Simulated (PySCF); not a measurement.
## How methods differ on the ionisation energy of Ne⁺

Ne⁺ [He] 2s2 2p5 (2P) → Ne²⁺ [He] 2s2 2p4 (3P), as a difference of total energies. All numbers are calculated (PySCF 2.14, no relativity, point nucleus, in aug-cc-pVTZ with one added diffuse shell each of s, p, d, f type (6s5p4d3f, 62 functions)). Correlated levels: valence: 1s2 frozen. The calculations carry no spin-orbit coupling.

```tsv
method	ionisation energy (eV)
UHF	39.266
LDA	41.428
PBE	41.145
PBE0	41.006
B97-3	41.085
BHandHLYP	40.927
TPSS	40.942
PBEsol	41.031
SCS-MP2 (valence)	40.756
```

Task: Estimate what r2SCAN gives.

Result: 41.134 eV, closest to PBE among the rows shown.

Task: Estimate what MP2 (valence) gives.

Result: 40.764 eV, closest to SCS-MP2 (valence) among the rows shown.

Errors of the correlated levels include the incompleteness of this basis and the frozen core.

For comparison: 40.963 eV (measured; NIST Atomic Spectra Database, ionization energies).
